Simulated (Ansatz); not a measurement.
ditellurium (Te$_{2}$), triplet, geometry from GFN2-xTB (core potentials on Te); SVWN5/def2-SVP (Ansatz, a first-principles code).

Ansatz was given this input:
Ansatz 0.2 input:
```yaml
crystal:
  periodic: [false, false, false]
  atoms:
    - {symbol: Te, position_ang: [-0.00000000, -0.00000000, -1.30099916]}
    - {symbol: Te, position_ang: [0.00000000, 0.00000000, 1.30099916]}
basis:
  gaussian:
    orbitals: def2-SVP
    final_grid: {core_spheres: 10, valence_spheres: 20, degree: 41}
hamiltonian:
  xc: {name: SVWN5}
magnetization: {spin_polarized: true, initial_magnetization: 2}
```

What the program printed (banner, timings and long lists left out):

```
Functional definition: SVWN5
640 factors; their error is unknown
mean field evaluation 1: about -14566.0822 eV, gradient 3.6e0 eV
mean field evaluation 2: about -14566.1012 eV, gradient 3.6e0 eV
mean field evaluation 4: about -14566.1919 eV, gradient 1.4e-1 eV
mean field evaluation 8: about -14566.1865 eV, gradient 8.9e-3 eV
mean field evaluation 16: about -14563.9302 eV, gradient 3.2e0 eV
mean field -14566.18649168 eV, -535.2974802534 hartree, gradient 1.1e-5 eV, S^2 2.000816; 0 other end points of the search recorded, 0 dependent functions left out
reference -14566.18651297 eV, -535.2974810358 hartree; 25, 23 occupied and 27, 29 virtual orbitals, 640 factors
Total energy: -14566.18651297 eV, -535.2974810358 hartree
```
